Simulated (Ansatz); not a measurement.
`O[SiH2][SiH2][SnH3]` + H₂ → `[SnH4]` + `O[SiH2][SiH3]` at 400 K and 1 bar (hydrogenolysis of the Sn–Si bond).

Gas-phase electronic energies from Ansatz, PBE0-D4/def2-TZVP geometries. CBS: MP2 limit from def2 TZ/QZ plus the TZ coupled-cluster correction, frozen cores. This one scheme is used for every species. Elements past krypton have def2 core potentials. For Sn outer-core shells are correlated without core-valence functions, which leaves a few kJ/mol of doubt a bond. Each species was taken in one conformer, which may not be the lowest.

```tsv
species	CCSD(T)/CBS energy (Eh)	H − E (kJ/mol)	S (J/(mol·K))
`O[SiH2][SiH2][SnH3]`	-872.19303	222.9	452.0
H₂	-1.17544	38.0	139.0
`[SnH4]`	-216.39156	85.2	244.6
`O[SiH2][SiH3]`	-656.96789	175.5	352.4
```

H − E and S are ideal-gas, rigid-rotor, harmonic terms from PBE0-D4/def2-TZVP, for one conformer and one mirror image of each species. The MP2-based limit puts H₂ 0.8 mEh under its directly extrapolated value; such offsets cancel only in part. 1 Eh = 2625.50 kJ/mol, R = 8.31446 J/(mol·K).

Question: By hand: ΔE, ΔH, ΔS and ΔG.

Answer: ΔE = (-216.39156) + (-656.96789) − (-872.19303) − (-1.17544) = 0.00902 Eh = 23.7 kJ/mol. Δ(H − E) = 85.2 + 175.5 − 222.9 − 38.0 = -0.2, so ΔH = 23.5 kJ/mol. ΔS = 244.6 + 352.4 − 452.0 − 139.0 = 6.0 J/(mol·K). ΔG = 23.5 − 400 × (6.0)/1000 = 21.1 kJ/mol.

Question: By hand: the equilibrium constant, and the temperature at which ΔG would vanish if ΔH and ΔS stayed fixed.

Answer: log₁₀ K = −ΔG/(RT ln 10) = -2.8. ΔG = 0 at ΔH/ΔS = 3917 K, far beyond where these terms or the molecules hold.

The number of gas molecules stays the same, so ΔS is small and ΔH decides. A doubt of 5 kJ/mol in ΔE shifts log₁₀ K by 0.7 here. Other conformers and mirror images would add mixing entropy, several J/(mol·K) or more a flexible species. Modes under 60 cm⁻¹, often nearly free rotors, make the harmonic entropy too high. These are equilibria of isolated gas molecules and say nothing of rates. Largest T1 diagnostic: 0.013 (customary marks: 0.02 for closed shells, 0.045 for open ones).
